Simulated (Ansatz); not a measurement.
Ideal-gas functions of `C[O][SnH2][Br]` at 800 K and 1 bar, from an Ansatz frequency run at PBE0-D4/def2-TZVP.

Molar mass 231.67 g/mol, point group C1 (symmetry number 1), electronic degeneracy 1, moments of inertia 145.728, 388.657, 513.158 u Å². Harmonic wavenumbers (cm⁻¹, unscaled): 56, 104, 141, 218, 258, 425, 507, 577, 627, 665, 1114, 1177, 1194, 1475, 1491, 1497, 1955, 2001, 2993, 3054, 3098.

Use S(trans) = R[1.5 ln M + 2.5 ln T − 1.1517]; rotational temperatures θ = 24.2544 K / I; S(rot) = R[ln(√π/σ · √(T³/θAθBθC)) + 1.5]; for each mode x = 1.438777 ν̃/T, S = R[x/(eˣ − 1) − ln(1 − e⁻ˣ)] and H = RT x/(eˣ − 1); 1 cm⁻¹ = 0.0119627 kJ/mol; R = 8.31446 J/(mol·K).

Problem. By hand: the entropy, in J/(mol·K).

Solution. Translation 197.3. Rotation: θ = 0.1664, 0.0624, 0.0473 K, giving 132.3. Vibration, mode by mode: 27.40, 22.27, 19.74, 16.15, 14.77, 10.75, 9.36, 8.37, 7.74, 7.30, 3.80, 3.48, 3.39, 2.28, 2.23, 2.21, 1.15, 1.07, 0.24, 0.22, 0.21, in all 164.2. Electronic 0.0. Sum 493.8 J/(mol·K).

Problem. By hand: H − E and G − E in kJ/mol, counted from the electronic energy.

Solution. Zero-point energy ½ × 24627 × 0.0119627 = 147.3; thermal vibration 59.9; translation, rotation and pV give 4 RT = 26.6. H − E = 233.8 kJ/mol, and G − E = 233.8 − 800 × 493.8/1000 = -161.2 kJ/mol.

Vibration gives 33 % of the entropy, 69.4 J/(mol·K) of it from the modes under 150 cm⁻¹: soft modes count most, and the harmonic formula is weakest for them. The sum counts one conformer and one mirror image; others add a mixing term.
